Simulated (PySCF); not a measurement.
Compound: C2H8OP2Si2.
SMILES: `CC(=O)[SiH]1P[SiH2]P1`

Computed with PySCF, TDDFT CAM-B3LYP/def2-SVPD, vertical, gas phase, core orbitals frozen in the response. Isolated species at its PBE0-D3(BJ)/def2-SVP geometry (one conformer only).

Problem. Predict the UV-vis stick spectrum at this level.

Solution. 

```tsv
state	E (eV)	E (kJ/mol)	λ (nm)	f	|μ| (D)	main configurations (H = HOMO, L = LUMO)
S1	3.56	343	348.7	0.0012	0.29	H-1→L (74%)
S2	4.90	473	253.1	0.0076	0.64	H→L (83%)
S3	5.22	503	237.6	0.0012	0.25	H→L+1 (86%)
S4	5.38	519	230.6	0.0040	0.44	H→L+2 (85%)
S5	5.74	554	215.9	0.0014	0.25	H-1→L+2 (50%), H-2→L (25%), H-1→L (10%)
S6	5.87	567	211.1	0.0063	0.53	H→L+3 (80%)
S7	5.97	576	207.8	0.0023	0.32	H-1→L+1 (79%)
S8	6.06	585	204.6	0.010	0.67	H-2→L (48%), H-1→L+2 (32%)
S9	6.27	605	197.6	0.0048	0.45	H→L+4 (68%)
S10	6.40	618	193.7	0.020	0.91	H-3→L (68%), H-2→L+2 (10%)
```

Triplets (Tamm–Dancoff): T1 2.94 eV, H-1→L (74%); T2 4.51 eV, H→L (50%), H→L+1 (33%); T3 4.78 eV, H→L+1 (48%), H→L (25%), H→L+2 (14%); T4 5.01 eV, H→L+2 (57%), H→L (10%), H→L+4 (9%).

The lowest singlet lies at 3.56 eV (349 nm, ultraviolet) and is very weak; its leading configuration is HOMO-1→LUMO (74%). The strongest level in the table is S10 at 6.40 eV (194 nm, f = 0.020). It is the last of those listed, so stronger ones may follow. Löwdin shares by element: HOMO phosphorus 69%, silicon 16%; LUMO carbon 28% or more, oxygen 25%, silicon 14% or more, phosphorus 9% or more (atoms not listed hold the other 24%). The listed states span 2.84 eV, and the widest gap between neighbours is 1.34 eV (S1 to S2). The oscillator strengths of these states sum to 0.059; summed over the whole spectrum of an exact calculation they would give the number of electrons, 86 (Thomas–Reiche–Kuhn). Weighted by f, the mean energy of these states is 5.90 eV. No computed singlet lies in the visible range (380 to 750 nm); the lowest, at 349 nm, stands 0.29 eV above its violet end (3.26 eV); a Tamm–Dancoff triplet lies at 422 nm, without intensity as long as spin–orbit coupling is left out. The vertical ionisation energy (ΔSCF) is 8.77 eV, 2.37 eV above S10. The window holds the lowest 10 singlets.
